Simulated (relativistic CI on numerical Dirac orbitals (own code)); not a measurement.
Mo2+: resonant inelastic scattering at the M2,3 edge

Computed with this model: Dirac-Coulomb-Breit CI, orbitals from a KLI potential per configuration, model QED, valence Slater integrals scaled by 0.8, Kramers-Heisenberg scattering through one core-hole configuration in a parametric crystal field; configurations [Kr] 4d4 → [Ne] 3s2 3p5 3d10 4s2 4p6 4d5; 80 K; core-hole width 3 eV; summed over polarisations. Incident energies are the highest absorption maxima for each field (at most a few, so the weaker spin-orbit partner edge can be absent), on the computed scale of the free ion. Intensities are in per cent of the strongest line above 0.02 eV; levels within 1 cm⁻¹ are merged; final levels count from the ground level, the first row holds all elastic scattering, lines under 0.4 are left out and each table stops after 24 rows. The scale of the Slater integrals is a model choice and moves the terms in proportion.

Field parameters in Wybourne normalisation: Td as Oh with Dq negative (B⁴₀ = 21Dq, B⁴₄ = √(5/14) B⁴₀). The field is a parameter set, without covalency.

S is read from ⟨S²⟩ = S(S + 1).

Td, 10Dq = -2100 cm⁻¹:

| Final level (eV) | Degeneracy | Irrep | S | 398.2 eV | 416.6 eV |
| --- | --- | --- | --- | --- | --- |
| 0.000 | 1 | A1 | 1.99 | 1641.9 | 121.4 |
| 0.018 | 3 | T1 | 1.99 | 3.6 | 18.1 |
| 0.038 | 3 | T2 | 2.00 | 100.0 | 3.9 |
| 0.082 | 2 | E | 2.00 | 66.8 | 1.9 |
| 0.096 | 3 | T1 | 2.00 | 4.9 | 0.5 |
| 0.135 | 3 | T2 | 2.00 | 16.8 | 4.4 |
| 0.343 | 1 | A2 | 2.00 | 0.9 | 0.4 |
| 0.351 | 3 | T2 | 1.99 | 26.5 | 1.0 |
| 0.358 | 2 | E | 1.99 | 15.2 | 2.7 |
| 0.362 | 3 | T1 | 1.99 | 10.6 | 2.0 |
| 0.366 | 1 | A1 | 1.99 | 9.2 | 2.7 |
| 1.311 | 1 | A1 | 0.98 | 38.4 | 12.8 |
| 1.397 | 3 | T1 | 1.00 | 19.8 | 8.4 |
| 1.420 | 2 | E | 0.99 | 4.9 | 4.4 |
| 1.447 | 3 | T2 | 1.00 | 1.5 | 0.7 |
| 1.506 | 3 | T1 | 0.99 | 3.0 | 1.8 |
| 1.547 | 5 | E+T2 | 1.00 | 8.0 | 6.3 |
| 1.550 | 1 | A2 | 1.00 | 0.6 | 0.4 |
| 1.605 | 3 | T1 | 0.99 | 3.5 | 2.7 |
| 1.611 | 3 | T2 | 1.00 | 0.5 | 0.4 |
| 1.615 | 2 | E | 1.00 | 0.8 | 0.9 |
| 1.637 | 1 | A1 | 1.00 | 22.8 | 9.3 |
| 1.702 | 1 | A1 | 0.96 | 21.9 | 8.6 |
| 1.720 | 3 | T2 | 0.99 | 2.8 | 1.9 |

Td, 10Dq = -4750 cm⁻¹:

```
Final level (eV)  Degeneracy  Irrep     S  398.3 eV  416.6 eV
           0.000           1     A1  1.98    2148.5     175.5
           0.014           3     T1  1.99       6.1      18.1
           0.027           3     T2  1.99     100.0       7.4
           0.079           2      E  1.99      66.7       3.4
           0.087           3     T1  2.00      14.2       1.9
           0.127           3     T2  2.00      23.4       9.5
           0.658           1     A2  1.99       1.5       1.0
           0.660           3     T2  1.99      40.2       2.9
           0.662           2      E  1.99      22.5       4.7
           0.664           3     T1  1.99      25.3       4.1
           0.665           1     A1  1.99      16.8       4.8
           0.995           1     A1  0.90      49.6      14.4
           1.117           3     T1  1.01      36.2      12.8
           1.151           2      E  1.00      12.8       9.6
           1.167           3     T2  1.00       6.2       2.4
           1.354           1     A2  1.00       2.2       1.2
           1.374           3     T1  0.97       2.4       1.1
           1.376           3     T2  1.00       8.9       6.6
           1.409           2      E  1.00       0.9       0.5
           1.412           1     A1  0.30       4.9       1.5
           1.572           3     T1  0.92       4.0       3.2
           1.613           2      E  1.00       1.4       0.8
           1.620           3     T2  1.00       3.6       2.1
           1.641           1     A1  1.00      10.6       5.0
```

Td, 10Dq = -7350 cm⁻¹:

```csv
Final level (eV),Degeneracy,Irrep,S,398.2 eV,416.6 eV
0.000,1,A1,1.97,2219.1,171.1
0.015,3,T1,1.98,6.5,15.8
0.027,3,T2,1.99,100.0,7.0
0.082,2,E,1.99,64.7,4.0
0.088,3,T1,2.00,13.9,2.4
0.129,3,T2,2.00,24.5,11.5
0.602,1,A1,0.60,40.1,9.1
0.831,3,T1,1.03,35.4,11.5
0.864,2,E,1.02,10.1,8.0
0.879,3,T2,1.02,5.8,2.4
0.935,1,A1,0.69,26.0,7.2
0.976,1,A2,1.97,1.3,1.2
0.978,3,T2,1.97,45.6,3.6
0.979,4,A1+T1,1.98,61.4,10.3
0.981,2,E,1.98,27.4,7.0
1.133,1,A2,1.04,3.0,1.0
1.164,3,T2,1.02,12.3,5.4
1.183,3,T1,0.97,4.8,1.3
1.217,2,E,1.01,1.3,0.6
1.460,3,T1,0.52,3.0,2.9
1.620,2,E,1.01,1.2,0.7
1.628,3,T2,1.00,4.5,2.4
1.642,1,A1,1.01,6.1,3.8
1.699,3,T1,0.78,3.5,2.4
```

For the first field the strongest loss at the lowest incident energy is the level at 0.04 eV (S = 2.00, against 1.99 in the thermal ground state). Levels of other spin, the first over 8 % at 1.31 eV, appear because spin-orbit coupling of the core hole, and in heavier ions of the valence shell too, mixes spins.
